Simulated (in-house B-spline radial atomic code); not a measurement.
A run on an ion of nuclear charge 26 with 26.8 electrons that did not converge. Method: scalar-relativistic (X2C) BHandHLYP, spin-polarised, spherical fractional occupations, Fermi nucleus of rms radius 3.7377 fm; computed with an all-electron radial atomic-structure program (B-spline basis).

Command:
```bash
python run_scf.py task.json out
```
Settings (nuclear radius in fm, mass in u):
```
Z                26
configuration    [Ar] 3d6.8 4s2
hamiltonian      x2c
method           bhandhlyp
spin_polarised   True
nucleus          fermi
rms_radius       3.7377
atomic_mass      55.93494
speed_of_light   137.035999084
```

First and last ten iterations of the last attempt (damped for 15 steps, keeping 80 % of the old Fock matrix, then DIIS):
```
 iter        energy (Eh)    residual
    1       -1259.731138    3.95e-01
    2       -1261.649930    5.68e-01
    3       -1266.602965    3.95e-01
    4       -1269.454213    2.53e-01
    5       -1271.000088    1.48e-01
    6       -1271.780432    9.37e-02
    7       -1272.145380    6.85e-02
    8       -1272.306045    4.84e-02
    9       -1272.377132    3.32e-02
   10       -1271.982312    7.11e-02
  111       -1271.978911    5.37e-02
  112       -1271.987867    5.30e-02
  113       -1271.955002    5.43e-02
  114       -1271.954858    5.43e-02
  115       -1271.956704    5.43e-02
  116       -1271.949517    5.45e-02
  117       -1271.942912    5.47e-02
  118       -1272.349565    3.13e-02
  119       -1272.349756    3.13e-02
  120       -1271.905224    4.36e-02
 not converged after 120 iterations
```

The smallest residual met was 1.8e-02; the threshold is about 3e-07. No energy from this run should be used. The likely cause: this method binds the added charge weakly or not at all at the basis-set limit, so charge moves back and forth between the atom and the box. Run time, properties included: 5.8 s on 1 thread of Arm Neoverse N1 (shared host).
